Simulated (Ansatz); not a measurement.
Mulliken charges of CH$_{4}$S$_{2}$Sn (`C[S][Sn][SH]`) from PBE/def2-TZVPP in Ansatz (PBE0-D4/def2-TZVP geometry).

| atom | x (Å) | y (Å) | z (Å) | charge (e) |
| --- | --- | --- | --- | --- |
| C1 | 0.297 | 1.025 | -0.382 | -0.274 |
| S2 | 0.753 | 0.721 | 1.342 | -0.308 |
| Sn3 | 0.090 | -1.511 | 2.015 | 0.478 |
| S4 | -0.931 | -2.354 | -0.033 | -0.388 |
| H5 | -0.783 | 0.962 | -0.522 | 0.120 |
| H6 | 0.803 | 0.330 | -1.052 | 0.120 |
| H7 | 0.620 | 2.038 | -0.623 | 0.129 |
| H8 | -0.756 | -1.267 | -0.800 | 0.124 |

**Question.** By hand: the dipole of these point charges (1 e Å = 4.8032 D).

**Answer.** Σ q r = (0.080, -0.051, 0.299) e Å, of length 0.314 e Å = 1.51 D.

**Question.** How does the dipole of the full density compare? (Best estimate.)

**Answer.** The calculation gave: (0.025, 0.122, -0.070) e Å, 0.69 D; the point charges give 2.19 times that, at 124° from its direction, so they point the opposite way.

Point charges leave out the atoms' own dipoles, such as those of lone pairs, and Mulliken's split depends on the basis, so the two needn't agree.
